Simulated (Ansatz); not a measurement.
Geometry optimisation, RKS BLYP-D4/def2-mTZVP (Ansatz 0.2.0).

Input:

```yaml
crystal:
  periodic: [false, false, false]
  atoms:
    - { symbol: O, position_ang: [-0.9983, 1.0228, -0.6211] }
    - { symbol: B, position_ang: [-0.0499, 0.533, 0.2909] }
    - { symbol: C, position_ang: [0.7194, -0.7703, -0.0533] }
    - { symbol: S, position_ang: [1.63964, -1.40801, 0.80045] }
    - { symbol: H, position_ang: [-1.8955, 0.6382, -0.3696] }
    - { symbol: H, position_ang: [0.1734, 1.1232, 1.3008] }
    - { symbol: H, position_ang: [0.45801, -1.31513, -1.01628] }
basis:
  gaussian: { orbitals: def2-mTZVP }
hamiltonian:
  xc: blyp
  dispersion: d4
relax:
  f_tol: 0.015
  max_steps: 40
```

Command:

```bash
$ ansatz run input.yaml --threads 2 --pin off --max-ram 3072MiB --backend cpu --events-out ev --progress --plain --runs-dir out
```

Problem. Where does it end, and by what steps?

Solution. The run converged. After 9 steps the energy has fallen by 2.434 eV; H5 moved furthest, 0.76 Å. The start is strongly strained (largest force component 11 eV/Å).

```csv
step,energy less start (eV),largest force component (eV/Å),accepted
0,0.0000,11.040,yes
1,-1.3276,5.117,yes
2,-1.8011,2.001,yes
3,-2.1607,1.991,yes
4,-2.3894,0.823,yes
5,-2.4131,0.434,yes
6,-2.4221,0.636,yes
7,-2.4334,0.048,yes
8,-2.4337,0.036,yes
9,-2.4338,0.005,yes
```

```xyz
7
Properties=species:S:1:pos:R:3
O -1.207 0.641 -0.611
B -0.204 0.358 0.277
C 0.742 -0.838 -0.101
S 1.974 -1.352 0.871
H -1.772 1.389 -0.334
H -0.062 0.989 1.283
H 0.576 -1.363 -1.053
```

Run time: 18 s on 2 threads of Arm Neoverse V1, on a shared host, peak memory 0.15 GiB.
